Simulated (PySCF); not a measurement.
C2HCl3, charge -1, doublet, at a GFN2-xTB geometry (a state made from the parent by changing its charge; the spin is typed, not shown lowest) (in this run its highest filled SCF level lies above zero, so its values depend strongly on the basis, on diffuse functions most of all). Base run: PySCF with M06/def2-SV(P).

Here is a job for PySCF.
```python
from pyscf import gto, scf, dft

mol = gto.M(
    atom='''
Cl    2.226117    0.553577    0.154628
C     0.969458   -0.619131   -0.062098
C    -0.269291   -0.357789    0.368194
Cl   -1.127012    1.492696   -0.337171
Cl   -1.425000   -1.611075    0.104396
H     1.339223   -1.536843   -0.508058
''',
    basis='def2-sv(p)',
    charge=-1,
    spin=1,
    verbose=5,
)

mf = dft.UKS(mol)
mf.xc = 'm06'
mf.kernel()
```

Variants of this job, named by their change:

| change | ΔE vs base (mEh) | grid points | electrons on the grid |
|---|---|---|---|
| base | 0.000 | 94688 | 65.00000 |
| grids.atom_grid = (75, 302) | -0.012 | 84024 | 64.99999 |
| grids.prune = dft.gen_grid.sg1_prune | -0.137 | 36408 | 65.00004 |
| grids.atom_grid = (50, 194) | 0.655 | 38640 | 65.00001 |
| grids.prune = off | -0.003 | 164560 | 65.00000 |
| grids.level = 4 | 0.063 | 159000 | 65.00000 |
| grids.atom_grid = (30, 110) | -31.516 | 14640 | 64.99994 |
| grids.level = 0 | -54.435 | 7664 | 64.97252 |
| grids.level = 5 | 0.065 | 238640 | 65.00000 |
| grids.radi_method = gauss_chebyshev | 0.087 | 92384 | 65.00000 |
| grids.level = 1 | 0.589 | 31784 | 65.00005 |

Open shells are given as the SCF converged; they aren't shown to be the lowest states, and a large step between rows can be another state.
